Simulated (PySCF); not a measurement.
phosphine (H₃P), singlet, geometry from GFN2-xTB; BLYP/pcseg-1 (PySCF).

The PySCF input:
```python
from pyscf import gto, scf, dft

mol = gto.Mole()
mol.atom = '''
    P    -0.00172480    0.00404332    0.12796810
    H    -0.00586361    1.13365438   -0.67649381
    H     1.01556265   -0.58418525   -0.60844934
    H    -0.98382709   -0.61011888   -0.63457837
'''
mol.basis = 'pcseg-1'
mol.verbose = 4
mol.build()

mf = dft.RKS(mol)
mf.xc = 'blyp'
mf.diis_space = 2
mf.kernel()
```

Output, abridged:

```
PySCF version 2.14.0

[INPUT] verbose = 4
[INPUT] num. atoms = 4
[INPUT] num. electrons = 18
[INPUT] charge = 0
[INPUT] spin (= nelec alpha-beta = 2S) = 0
[INPUT] symmetry False subgroup None
[INPUT] Mole.unit = angstrom
[INPUT] Symbol           X                Y                Z      unit          X                Y                Z       unit  Magmom
[INPUT]  1 P     -0.001724800000   0.004043320000   0.127968100000 AA   -0.003259399620   0.007640767434   0.241824661681 Bohr   0.0
[INPUT]  2 H     -0.005863610000   1.133654380000  -0.676493810000 AA   -0.011080617001   2.142296298114  -1.278388025864 Bohr   0.0
[INPUT]  3 H      1.015562650000  -0.584185250000  -0.608449340000 AA    1.919135270838  -1.103950128511  -1.149802613272 Bohr   0.0
[INPUT]  4 H     -0.983827090000  -0.610118880000  -0.634578370000 AA   -1.859163754028  -1.152957586626  -1.199179323873 Bohr   0.0

nuclear repulsion = 17.9651164766885
number of shells = 9
number of NR pGTOs = 65
number of NR cGTOs = 33
basis = pcseg-1
ecp = {}

******** <class 'pyscf.dft.rks.RKS'> ********
method = RKS
initial guess = minao
damping factor = 0
level_shift factor = 0
DIIS = <class 'pyscf.scf.diis.CDIIS'>
diis_start_cycle = 1
diis_space = 2
diis_damp = 0
SCF conv_tol = 1e-09
SCF conv_tol_grad = None
SCF max_cycles = 50
direct_scf = True
direct_scf_tol = 1e-13
XC library pyscf.dft.libxc version 7.1.2
    S. Lehtola, C. Steigemann, M. J. T. Oliveira, and M. A. L. Marques,  SoftwareX 7, 1–5 (2018)
XC functionals = blyp
    A. D. Becke,  Phys. Rev. A 38, 3098 (1988)
    C. Lee, W. Yang, and R. G. Parr,  Phys. Rev. B 37, 785 (1988)
    B. Miehlich, A. Savin, H. Stoll, and H. Preuss,  Chem. Phys. Lett. 157, 200 (1989)
radial grids:
    Treutler-Ahlrichs [JCP 102, 346 (1995); DOI:10.1063/1.469408] (M4) radial grids

becke partition: Becke, JCP 88, 2547 (1988); DOI:10.1063/1.454033
pruning grids: <function nwchem_prune>
grids dens level: 3
symmetrized grids: False
atomic radii adjust function: <function treutler_atomic_radii_adjust>
small_rho_cutoff = 0
Set gradient conv threshold to 3.16228e-05
Initial guess from minao.
tot grids = 48608
init E= -343.002590069936
  HOMO = -0.281905724879604  LUMO = -0.0231259547613751  gap/eV = 7.04176
cycle= 1 E= -343.109212629167  delta_E= -0.107  |g|= 0.0986  |ddm|= 1.76
  HOMO = -0.216779613144515  LUMO = 0.0197278491989402  gap/eV = 6.43570
cycle= 2 E= -343.110418358125  delta_E= -0.00121  |g|= 0.0926  |ddm|= 0.386
  HOMO = -0.239270463972836  LUMO = 0.00581289836184951  gap/eV = 6.66906
cycle= 3 E= -343.113790260479  delta_E= -0.00337  |g|= 0.0126  |ddm|= 0.194
  HOMO = -0.239397399848541  LUMO = 0.00491791476809247  gap/eV = 6.64816
cycle= 4 E= -343.113825957065  delta_E= -3.57e-05  |g|= 0.00701  |ddm|= 0.0252
  HOMO = -0.238939730078502  LUMO = 0.00560656247199134  gap/eV = 6.65444
cycle= 5 E= -343.113844699395  delta_E= -1.87e-05  |g|= 0.00225  |ddm|= 0.0113
  HOMO = -0.239622812346238  LUMO = 0.00516668454142895  gap/eV = 6.66106
cycle= 6 E= -343.113844989376  delta_E= -2.9e-07  |g|= 0.00203  |ddm|= 0.00745
  HOMO = -0.23918912427952  LUMO = 0.00537729902579473  gap/eV = 6.65499
cycle= 7 E= -343.113846341158  delta_E= -1.35e-06  |g|= 0.000681  |ddm|= 0.00432
  HOMO = -0.239233541838596  LUMO = 0.00539311899719396  gap/eV = 6.65663
cycle= 8 E= -343.113846488885  delta_E= -1.48e-07  |g|= 0.000322  |ddm|= 0.00122
  HOMO = -0.23929109490004  LUMO = 0.00534484624331785  gap/eV = 6.65688
cycle= 9 E= -343.113846516496  delta_E= -2.76e-08  |g|= 0.000187  |ddm|= 0.000744
  HOMO = -0.239230796821629  LUMO = 0.00537687402976526  gap/eV = 6.65611
cycle= 10 E= -343.113846521336  delta_E= -4.84e-09  |g|= 0.000145  |ddm|= 0.000569
  HOMO = -0.239253025365968  LUMO = 0.00536944069542641  gap/eV = 6.65652
cycle= 11 E= -343.113846529057  delta_E= -7.72e-09  |g|= 3.87e-05  |ddm|= 0.000248
  HOMO = -0.23925859007143  LUMO = 0.00536374708169453  gap/eV = 6.65651
cycle= 12 E= -343.113846529414  delta_E= -3.57e-10  |g|= 2.55e-05  |ddm|= 9.29e-05
  HOMO = -0.239249828248218  LUMO = 0.00536988632397101  gap/eV = 6.65644
Extra cycle  E= -343.113846529447  delta_E= -3.29e-11  |g|= 2.36e-05  |ddm|= 9.15e-05
converged SCF energy = -343.113846529447
```
